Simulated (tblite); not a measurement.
Compound: C4H14SSi2.
Atom-mapped SMILES: `[CH3:1][C@@H:2]([CH2:3][SH:4])[CH2:5][SiH2:6][SiH3:7]` (hydrogens: H8, H9, H10 on C1; H11 on C2; H12, H13 on C3; H14 on S4; H15, H16 on C5; H17, H18 on Si6; H19, H20, H21 on Si7)

A start from a force field or distance geometry was refined with GFN2-xTB geometry optimisation, gas phase in tblite 0.8.0. Values at the start:

```tsv
coordinate	start
C1–C2	1.538 Å
C2–C3	1.533 Å
C2–C5	1.558 Å
C2–H11	1.093 Å
C3–S4	1.814 Å
C3–H12	1.090 Å
C3–H13	1.106 Å
S4–H14	1.346 Å
C5–Si6	1.881 Å
C5–H15	1.088 Å
C5–H16	1.101 Å
Si6–Si7	2.310 Å
Si6–H17	1.489 Å
Si6–H18	1.488 Å
Si7–H19	1.482 Å
Si7–H21	1.496 Å
C1–C2–C3	111.7°
C1–C2–C5	108.4°
C2–C3–S4	116.7°
C2–C5–Si6	116.4°
C3–C2–C5	114.7°
C5–Si6–Si7	109.0°
C1–C2–C3–S4	67°
C1–C2–C5–Si6	167°
C2–C5–Si6–Si7	180°
```

Q: How do these coordinates change at the GFN2-xTB level?

A: 
```json
{"coordinate": "Si7–H21", "GFN2-xTB (Å or °)": "1.465", "change": "-0.031"}
{"coordinate": "C2–C5", "GFN2-xTB (Å or °)": "1.528", "change": "-0.030"}
{"coordinate": "C5–Si6", "GFN2-xTB (Å or °)": "1.909", "change": "+0.028"}
{"coordinate": "Si6–H17", "GFN2-xTB (Å or °)": "1.470", "change": "-0.019"}
{"coordinate": "Si7–H19", "GFN2-xTB (Å or °)": "1.464", "change": "-0.018"}
{"coordinate": "C3–H13", "GFN2-xTB (Å or °)": "1.091", "change": "-0.015"}
{"coordinate": "S4–H14", "GFN2-xTB (Å or °)": "1.331", "change": "-0.015"}
{"coordinate": "Si6–H18", "GFN2-xTB (Å or °)": "1.474", "change": "-0.014"}
{"coordinate": "C3–S4", "GFN2-xTB (Å or °)": "1.826", "change": "+0.012"}
{"coordinate": "C1–C2", "GFN2-xTB (Å or °)": "1.529", "change": "-0.009"}
{"coordinate": "C5–H16", "GFN2-xTB (Å or °)": "1.092", "change": "-0.009"}
{"coordinate": "C2–C3", "GFN2-xTB (Å or °)": "1.527", "change": "-0.006"}
{"coordinate": "C2–H11", "GFN2-xTB (Å or °)": "1.098", "change": "+0.005"}
{"coordinate": "C5–H15", "GFN2-xTB (Å or °)": "1.093", "change": "+0.005"}
{"coordinate": "Si6–Si7", "GFN2-xTB (Å or °)": "2.308", "change": "-0.002"}
{"coordinate": "C3–H12", "GFN2-xTB (Å or °)": "1.089", "change": "-0.001"}
{"coordinate": "C3–C2–C5", "GFN2-xTB (Å or °)": "112.1", "change": "-2.6"}
{"coordinate": "C1–C2–C5", "GFN2-xTB (Å or °)": "110.7", "change": "+2.3"}
{"coordinate": "C2–C3–S4", "GFN2-xTB (Å or °)": "114.7", "change": "-2.0"}
{"coordinate": "C5–Si6–Si7", "GFN2-xTB (Å or °)": "109.7", "change": "+0.7"}
{"coordinate": "C2–C5–Si6", "GFN2-xTB (Å or °)": "115.7", "change": "-0.7"}
{"coordinate": "C1–C2–C3", "GFN2-xTB (Å or °)": "111.2", "change": "-0.5"}
{"coordinate": "C2–C5–Si6–Si7", "GFN2-xTB (Å or °)": "-165", "change": "+15"}
{"coordinate": "C1–C2–C5–Si6", "GFN2-xTB (Å or °)": "175", "change": "+8"}
{"coordinate": "C1–C2–C3–S4", "GFN2-xTB (Å or °)": "70", "change": "+3"}
```

The energy falls by 3.0 kcal/mol over 110 L-BFGS steps, the largest force on an atom goes from 0.96 to 0.009 eV/Å, and the atoms move by 0.232 Å rms after alignment. Among the bonds, C2–C5 and Si7–H21 change most and about equally (-0.031 to -0.030 Å). Bonds longer at the end by more than 0.005 Å: 2 of 20; shorter: 13. Among the dihedrals that turn most is H16–C5–Si6–H18, from 175° to -165°. Rotational constants go from 2229, 605.3, 543.4 to 2331, 620.4, 552.7 MHz.

Its lowest GFN2-xTB frequency is 4 cm⁻¹, too small to tell a flat minimum from a shallow saddle. One conformer, not necessarily the lowest. 3 starts were optimised and ended at 0.00, 0.07 and 1.01 kcal/mol (GFN2-xTB); the lowest of these is shown.

These are computed values.
